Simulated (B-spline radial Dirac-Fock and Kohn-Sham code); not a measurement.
Form factor and incoherent scattering function of Kr²⁺

System: the Kr²⁺ ion, configuration [Ar] 3d10 4s2 4p4.

Calculated with a radial finite-basis atomic code, using relativistic Hartree-Fock (Dirac-Fock) wave functions, averaged over the configuration. f₀ is the Fourier transform of the spherical electron density, S the Waller-Hartree incoherent function, and s = sin θ/λ.

```tsv
s (Å⁻¹)	f₀	S
0	34.000	0.000
0.05	33.534	0.536
0.1	32.249	1.909
0.15	30.429	3.640
0.2	28.398	5.372
0.25	26.401	6.964
0.3	24.569	8.401
0.35	22.933	9.695
0.4	21.469	10.870
0.45	20.133	11.951
0.5	18.889	12.961
0.6	16.585	14.827
0.7	14.490	16.525
0.8	12.633	18.068
0.9	11.049	19.465
1	9.748	20.726
1.1	8.710	21.857
1.2	7.898	22.865
1.4	6.774	24.547
1.6	6.057	25.866
1.8	5.528	26.924
2	5.070	27.798
2.5	4.005	29.456
3	3.072	30.588
3.5	2.367	31.352
4	1.889	31.872
5	1.384	32.525
6	1.154	32.942
```

f₀ starts at the number of electrons, 34, and has fallen to half at s ≈ 0.58 Å⁻¹. The sum of ⟨r²⟩ over the electrons is 25.87 bohr².
